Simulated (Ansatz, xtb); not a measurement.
**Relative energy of two isomers of C4H4ClNO2**

Structure I: `COc1nc(Cl)co1`, a singlet. Structure II: `OCc1ncoc1Cl`, a singlet. Both are isolated molecules in the gas phase, relaxed with r2SCAN-D4/def2-SVP, each in the lowest conformer that the search found.

Task: Which of the two would you expect CCSD(T)/def2-SVP + ΔMP2/def2-TZVPP electronic energies to favour?

Result: Structure II; the calculation gives E(II) − E(I) = −9.6 kJ/mol.

Level by level:

```json
{"level": "GFN2-xTB", "geometry": "GFN2-xTB", "E(II) − E(I) (kJ/mol)": "+44.5", "departure from the last row (kJ/mol)": "+54.1", "job, with rough time for the two": "optimisation, 0.18 s"}
{"level": "HF/STO-3G", "geometry": "GFN2-xTB", "E(II) − E(I) (kJ/mol)": "+42.2", "departure from the last row (kJ/mol)": "+51.8", "job, with rough time for the two": "single point, 0.36 s"}
{"level": "r2SCAN-D4/def2-SVP//GFN2-xTB", "geometry": "GFN2-xTB", "E(II) − E(I) (kJ/mol)": "+7.8", "departure from the last row (kJ/mol)": "+17.4", "job, with rough time for the two": "single point, 3.1 s"}
{"level": "r2SCAN-D4/def2-SVP", "geometry": "r2SCAN-D4/def2-SVP", "E(II) − E(I) (kJ/mol)": "+8.1", "departure from the last row (kJ/mol)": "+17.6", "job, with rough time for the two": "optimisation, 30 s"}
{"level": "HF/def2-SVP", "geometry": "r2SCAN-D4/def2-SVP", "E(II) − E(I) (kJ/mol)": "+15.0", "departure from the last row (kJ/mol)": "+24.6", "job, with rough time for the two": "part of the CCSD(T) run"}
{"level": "MP2/def2-SVP", "geometry": "r2SCAN-D4/def2-SVP", "E(II) − E(I) (kJ/mol)": "−8.9", "departure from the last row (kJ/mol)": "+0.6", "job, with rough time for the two": "part of the CCSD(T) run"}
{"level": "CCSD(T)/def2-SVP", "geometry": "r2SCAN-D4/def2-SVP", "E(II) − E(I) (kJ/mol)": "−4.3", "departure from the last row (kJ/mol)": "+5.2", "job, with rough time for the two": "single point"}
{"level": "CCSD(T)/def2-SVP + ΔMP2/def2-TZVPP", "geometry": "r2SCAN-D4/def2-SVP", "E(II) − E(I) (kJ/mol)": "−9.6", "departure from the last row (kJ/mol)": "", "job, with rough time for the two": "single point, 62 s"}
```

As drawn, II has 1 C–C, 1 O–H in place of 1 C–O, 1 C–H.

GFN2-xTB, HF/STO-3G, r2SCAN-D4/def2-SVP//GFN2-xTB, r2SCAN-D4/def2-SVP, HF/def2-SVP put the two in the other order. The largest departure from CCSD(T)/def2-SVP + ΔMP2/def2-TZVPP is that of GFN2-xTB, 54.1 kJ/mol. The last row adds to CCSD(T) the change of the MP2 difference between the two basis sets, here −5.2 kJ/mol.

With thermal terms from frequencies at re-optimised GFN2-xTB minima (ideal gas, soft modes damped towards free rotors, one conformer each, 298.15 K, 1 atm): on the last row, ΔE + ΔZPE = −9.6, ΔH = −9.7, ΔG = −9.6 kJ/mol.

The correlated steps freeze 12 core orbitals. Run with Ansatz 0.2.0, xtb 6.7.1; the last row on 4 threads of Arm Neoverse V2 on a shared host.
